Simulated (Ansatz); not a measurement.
`F[SiH2]O[SiH2]F` + HCl → `F[SiH2]Cl` + `O[SiH2]F` at 600 K and 1 bar (ligand exchange at the Si–O bond).

Calculated with Ansatz (gas phase, PBE0-D4/def2-TZVP geometries, no zero-point term in ΔE). CBS: MP2 limit from def2 TZ/QZ plus the TZ coupled-cluster correction, frozen cores. This one scheme is used for every species. Each species was taken in one conformer, which may not be the lowest.

```json
{"species": "`F[SiH2]O[SiH2]F`", "CCSD(T)/CBS energy (Eh)": "-855.55265", "H − E (kJ/mol)": "180.4", "S (J/(mol·K))": "452.0"}
{"species": "HCl", "CCSD(T)/CBS energy (Eh)": "-460.38127", "H − E (kJ/mol)": "35.4", "S (J/(mol·K))": "207.2"}
{"species": "`F[SiH2]Cl`", "CCSD(T)/CBS energy (Eh)": "-849.96195", "H − E (kJ/mol)": "91.2", "S (J/(mol·K))": "329.4"}
{"species": "`O[SiH2]F`", "CCSD(T)/CBS energy (Eh)": "-465.96250", "H − E (kJ/mol)": "127.7", "S (J/(mol·K))": "331.4"}
```

H − E and S are ideal-gas, rigid-rotor, harmonic terms from PBE0-D4/def2-TZVP, for one conformer and one mirror image of each species. 1 Eh = 2625.50 kJ/mol, R = 8.31446 J/(mol·K).

Task: By hand: ΔE, ΔH, ΔS and ΔG.

Result: ΔE = (-849.96195) + (-465.96250) − (-855.55265) − (-460.38127) = 0.00947 Eh = 24.9 kJ/mol. Δ(H − E) = 91.2 + 127.7 − 180.4 − 35.4 = 3.1, so ΔH = 28.0 kJ/mol. ΔS = 329.4 + 331.4 − 452.0 − 207.2 = 1.6 J/(mol·K). ΔG = 28.0 − 600 × (1.6)/1000 = 27.0 kJ/mol.

Task: By hand: the equilibrium constant, and the temperature at which ΔG would vanish if ΔH and ΔS stayed fixed.

Result: log₁₀ K = −ΔG/(RT ln 10) = -2.4. ΔG = 0 at ΔH/ΔS = 17500 K, far beyond where these terms or the molecules hold.

The number of gas molecules stays the same, so ΔS is small and ΔH decides. A doubt of 5 kJ/mol in ΔE shifts log₁₀ K by 0.4 here. Other conformers and mirror images would add mixing entropy, several J/(mol·K) or more a flexible species. Modes under 60 cm⁻¹, often nearly free rotors, make the harmonic entropy too high. These are equilibria of isolated gas molecules and say nothing of rates. Largest T1 diagnostic: 0.012 (customary marks: 0.02 for closed shells, 0.045 for open ones).
